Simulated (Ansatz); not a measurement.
Reaction (formal hydrolysis of a C–F bond): `F[CH]([SiH3])[GeH3]` + H₂O → `O[CH]([SiH3])[GeH3]` + H–F

Computed with Ansatz on PBE0-D4/def2-TZVP structures; ΔE is electronic, products minus reactants. CBS: MP2 limit from def2 TZ/QZ plus the TZ coupled-cluster correction, frozen cores. This one scheme is used for every species. Functionals use def2-TZVPP. B3LYP here is the variant with VWN-RPA as its local correlation; programs differ in this. For Ge outer-core shells are correlated without core-valence functions, which leaves a few kJ/mol of doubt a bond. Scalar relativity is left out up to krypton. Each species was taken in one conformer, which may not be the lowest.

`F[CH]([SiH3])[GeH3]`:

Cartesian coordinates in Å:
```
F 0.437 0.000 -1.911
C -0.022 -0.423 -0.655
Si 1.444 -0.572 0.531
Ge -1.435 0.825 -0.050
H -0.485 -1.408 -0.789
H 2.055 0.764 0.745
H 0.926 -1.094 1.824
H 2.463 -1.505 -0.015
H -2.522 0.913 -1.132
H -0.823 2.212 0.193
H -2.038 0.287 1.258
```

H₂O:

Z-matrix (Å, degrees):
```
O
H 1 0.960
H 1 0.960 2 105.1
```

`O[CH]([SiH3])[GeH3]`:

```xyz
12

O     0.913   -0.417    1.483
C     0.607    0.033    0.161
Si   -0.617    1.469    0.177
Ge   -0.081   -1.538   -0.815
H     1.240    0.327    1.996
H     1.518    0.343   -0.374
H    -1.950    1.021    0.659
H    -0.751    2.058   -1.182
H    -0.103    2.511    1.114
H     0.978   -2.650   -0.807
H    -0.384   -1.122   -2.266
H    -1.370   -2.036   -0.145
```

H–F:

Cartesian coordinates in Å:
```
F -0.157 -0.177 -0.394
H 0.157 0.177 0.394
```

**Question.** Is it downhill or uphill in electronic energy at CCSD(T)/CBS, and by how much? (Best estimate.)

**Answer.** Ansatz gave: Downhill: ΔE = -1.0 kcal/mol.

**Question.** What do these levels give: PBE, B3LYP, HF/def2-TZVPP, CCSD(T)/def2-TZVPP, HF/def2-QZVPP, SCS-MP2/def2-QZVPP? (An estimate is asked.)

**Answer.** Ansatz gave: PBE 0.7, B3LYP 1.8, HF/def2-TZVPP 1.9, CCSD(T)/def2-TZVPP -1.1, HF/def2-QZVPP 2.0, SCS-MP2/def2-QZVPP -1.1 kcal/mol.

Largest T1 diagnostic among the species: 0.012.

The D4 term adds −1.0 kcal/mol with B3LYP and −0.6 kcal/mol with PBE0; it sums over pairs of atoms, weighted by their polarisabilities, and B3LYP, whose exchange is more repulsive, gets the larger term. In def2-TZVPP, CCSD(T) changes the Hartree–Fock value by −3.0 kcal/mol (the triples alone add −0.4 kcal/mol) and MP2 by −4.3 kcal/mol.
